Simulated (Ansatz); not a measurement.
## Match the barriers

Saddle point of SiNH3F2, closed shell (SiNH₃F₂ ([NH2][SiH]([F])[F]) → SiF₂ + NH₃ (still joined by a long Si–N bond); bonds formed: N2–H3; bonds broken: Si1–H3; bonds weakened to dative contacts: Si1–N2), PBE0-D4/def2-TZVP structure:

| atom | x (Å) | y (Å) | z (Å) |
| --- | --- | --- | --- |
| Si1 | -0.9746 | -0.2582 | -0.0264 |
| N2 | 0.8444 | 0.0164 | -0.1482 |
| H3 | 0.2306 | -1.1317 | -0.6696 |
| F4 | -1.1435 | -0.3222 | 1.5670 |
| F5 | -1.6466 | 1.1269 | -0.4707 |
| H6 | 1.4680 | -0.0059 | 0.6544 |
| H7 | 1.2217 | 0.5746 | -0.9067 |

Ansatz 0.2.0; basis: def2-TZVPP, with def2-QZVPP for the basis limit; cores frozen in the correlated methods. Extrapolation: Hartree–Fock as exp(−7.88 √X), correlation as X^−2.97. Four methods, as single points on the PBE0-D4 structures, gave these electronic barriers from the start structure: 286.1, 306.5, 336.7, 409.0 kJ/mol.

The methods were, in alphabetical order, BLYP-D4, HF, MP2, r2SCAN-D4. Which gave which? (Judge from chemistry; the calculation decides.)

Computed: BLYP-D4 286.1; r2SCAN-D4 306.5; MP2 336.7; HF 409.0 kJ/mol. For comparison, CCSD(T) at an estimated basis limit (MP2 extrapolated from triple and quadruple zeta, plus CCSD(T) − MP2 in triple zeta) gives 328.8 kJ/mol.

No T1 diagnostic of these runs exceeds 0.015. The restricted Hartree–Fock reference is unstable towards an unrestricted one at one or more of these structures.

Losses and insertions of silylenes and their heavier kin drive the gas-phase chemistry of silicon and germanium vapour deposition.

Labels in which every atom is bracketed show which atoms are joined, not bond orders.

For scale, one of the runs: CCSD(T)/def2-TZVPP, 177 basis functions, launched by `ansatz run in.yaml --threads 2 --pin off --events-out ev --progress --plain --max-ram 4352MiB`. The run took 54 s on 2 CPU threads of an Arm Neoverse V2 (shared host), with 1.7 GiB of host memory at its peak.
